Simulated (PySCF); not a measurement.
H$_{2}$S, charge +1, doublet, at a GFN2-xTB geometry (a state made from the parent by changing its charge; the spin is typed, not shown lowest). Base run: DF-BLYP/6-311G** (PySCF).

PySCF was given this input:
```python
from pyscf import gto, scf, dft

mol = gto.M(
    atom='''
S    -0.000362   -0.002134    0.103903
H    -0.038472    1.008615   -0.811003
H     0.044257   -0.974478   -0.851437
''',
    basis='6-311g**',
    charge=1,
    spin=1,
    verbose=4,
)

mf = dft.UKS(mol)
mf.xc = 'blyp'
mf = mf.density_fit(auxbasis='def2-universal-jkfit')
mf.kernel()
mf.analyze()
```

Each row names what was changed in the base input (with any setting that the change needs).

```csv
change,basis functions,E (Eh),HOMO (eV)
base,38,-399.01871,-16.41
basis = LANL2DZ,12,-10.86757,-16.74
basis = 6-31G,17,-398.94898,-16.56
basis = def2-SV(P),22,-398.87039,-16.52
basis = cc-pVDZ,28,-399.00731,-16.44
basis = def2-SVP,28,-398.88161,-16.47
basis = 6-31G**,28,-398.98473,-16.45
basis = pc-1,28,-399.00924,-16.46
basis = aug-cc-pVDZ,45,-399.00880,-16.44
basis = aug-pcseg-1,45,-398.99485,-16.45
"basis = 6-311+G(2d,p)",47,-399.02251,-16.41
basis = def2-TZVPD,64,-399.02264,-16.43
basis = aug-cc-pVTZ,96,-399.02707,-16.44
```

Totals compare only among sets that treat the same electrons; sets with core potentials leave the core out.

Open shells are given as the SCF converged; they aren't shown to be the lowest states, and a large step between rows can be another state.
